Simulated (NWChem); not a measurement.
# MgBr2; SMILES [Br][Mg][Br]

```xyz
3

Mg     0.0000     0.0000     0.0000
Br     0.0000     0.0000     2.3414
Br     0.0000     0.0000    -2.3414
```
Atoms are numbered in this order, from 1.

Computed with NWChem. Coordinates come from a PBE0/def2-SVP optimisation.

Question: Order these by “orbital gap (eV)”, lowest first: PBE0/pcseg-1; PBE0/def2-SVP; PBE0/STO-3G.

Answer: PBE0/pcseg-1 (6.38), PBE0/def2-SVP (6.51), PBE0/STO-3G (7.63)
